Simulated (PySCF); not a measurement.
# Correlation energy of I²⁺ (iodine, charge +2)

[Kr] 4d10 5s2 5p3, high-spin 4S determinant. Calculation: PySCF 2.14, in def2-TZVP with the def2 core potential (28 electrons); a scalar-relativistic core potential. Frozen: 4s2 4p6 4d10; 5 electrons correlated.

MP2 pair energies summed by pair of shells (mhartree):

| pair | energy | share (%) |
| --- | --- | --- |
| 5s-5p | -43.86 | 66.8 |
| 5p-5p | -14.40 | 21.9 |
| 5s-5s | -7.35 | 11.2 |

Total MP2 correlation energy: -65.61 mhartree.

Same-spin part -17.10 and opposite-spin part -48.51 mhartree; SCS-MP2 scales them by 1/3 and 6/5 to -63.91 mhartree.

```json
{"level": "CCSD", "correlation energy (mhartree)": "-78.57"}
{"level": "(T)", "correlation energy (mhartree)": "-2.00"}
{"level": "CCSD(T)", "correlation energy (mhartree)": "-80.57"}
```

Diagnostics: T1 = 0.0016, D1 = 0.0045, largest double amplitude 0.050.

Cost of the coupled-cluster step: 1.3 s of wall time on 1 thread of Neoverse-N1 (shared host), for 5 correlated electrons.
